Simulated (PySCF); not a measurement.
How methods differ on the excitation energy of Te⁺

Te⁺ [Kr] 4d10 5s2 5p3 (4S) → Te⁺ [Kr] 4d10 5s2 5p2 6s1 (4P), as a difference of total energies. Calculation: PySCF 2.14, in aug-cc-pwCVDZ-PP with ECP28MDF; a scalar-relativistic core potential. Correlated levels: valence: 4s2 4p6 4d10 frozen; valence and next inner shell: nothing frozen outside the core potential. The calculations carry no spin-orbit coupling.

| method | excitation energy (eV) |
| --- | --- |
| UHF | 10.178 |
| LDA | 9.973 |
| PBE | 9.896 |
| PBE0 | 10.128 |
| r2SCAN | 10.412 |
| BP86 | 9.938 |
| wB97M-V | 10.134 |
| MP2 (valence) | 10.194 |
| SCS-MP2 (valence) | 10.173 |
| MP2 (valence and next inner shell) | 10.236 |
| SCS-MP2 (valence and next inner shell) | 10.185 |

Task: How much does correlation contribute at MP2 (valence and next inner shell)?

Result: 10.236 − (10.178) = 0.058 eV, measured against UHF.

The promoted electron is Rydberg-like, and one or two diffuse shells describe it only roughly, which tends to raise the upper state.
